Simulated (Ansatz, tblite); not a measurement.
Removing and adding an electron: cyclo-(H2SnO)4 (Sn₄O₄H₈). Total charge 0; singlet. Geometry: r2SCAN-D4/def2-SVP. Ansatz, gas phase; energy differences of separate SCF runs; the oxidised species was run as a doublet alone; the reduced species was run as a doublet alone.

```xyz
16

Sn    1.9523    1.2599    0.3341
H     3.2910    1.4749    1.3795
H     1.8614    2.2683   -1.0439
O     1.9401   -0.6781   -0.1009
Sn    0.8957   -1.4670   -1.5984
H     0.2110   -2.9300   -1.0325
H     1.8901   -1.5515   -2.9914
O    -0.4530   -0.0679   -2.0079
Sn   -2.1295    0.1856   -0.9691
H    -3.3913   -0.7031   -1.7152
H    -2.3668    1.8705   -0.7758
O    -1.7621   -0.7647    0.7369
Sn   -0.7179    0.0217    2.2336
H    -1.7947    0.7783    3.3308
H     0.3000   -1.2068    2.8523
O     0.2736    1.5099    1.3681
```

In the def2 sets Sn takes a core potential; there is no spin–orbit coupling. The xTB rows come from tblite. HOMO above LUMO, or a gap near zero within one spin, warns that the state may not be the lowest or that an electron is smeared out.

| level | −HOMO (eV) | vertical IE (eV) | −LUMO (eV) | vertical EA (eV) | HOMO–LUMO gap (eV) | IE − EA (eV) | remarks |
| --- | --- | --- | --- | --- | --- | --- | --- |
| GFN1-xTB | 12.02 | 14.12 | 6.61 | 4.54 | 5.41 | 9.58 | – |
| GFN2-xTB | 11.93 | 13.93 | 7.84 | 5.89 | 4.09 | 8.04 | – |
| B97M-V/def2-TZVP | 7.01 | 9.14 | 1.72 | -0.14 | 5.29 | 9.28 | HOMO above zero (-1 doublet), gap within one spin near zero (+1 doublet), gap within one spin near zero (-1 doublet) |

(1) Estimate the rows for PBE-D4/def2-TZVP, PBE0-D4/def2-TZVP.

Results:

(1) 
```
            level  −HOMO (eV)  vertical IE (eV)  −LUMO (eV)  vertical EA (eV)  HOMO–LUMO gap (eV)  IE − EA (eV)                                                                                                               remarks
 PBE-D4/def2-TZVP        6.51              8.76        1.82              0.00                4.69          8.76  HOMO above zero (-1 doublet), gap within one spin near zero (+1 doublet), gap within one spin near zero (-1 doublet)
PBE0-D4/def2-TZVP        7.99              9.45        0.89             -0.36                7.09          9.81                                                                                          HOMO above zero (-1 doublet)
```

   A HOMO above zero means that the electron is unbound at that level or that self-interaction error raises the level; the energy of removing that electron tells which. Raw xTB energy differences between charge states are shifted by several eV; the methods need an empirical correction for them. Sets without diffuse functions give affinities that are too small. A negative affinity means that the extra electron isn't bound; its size then hangs on the basis.
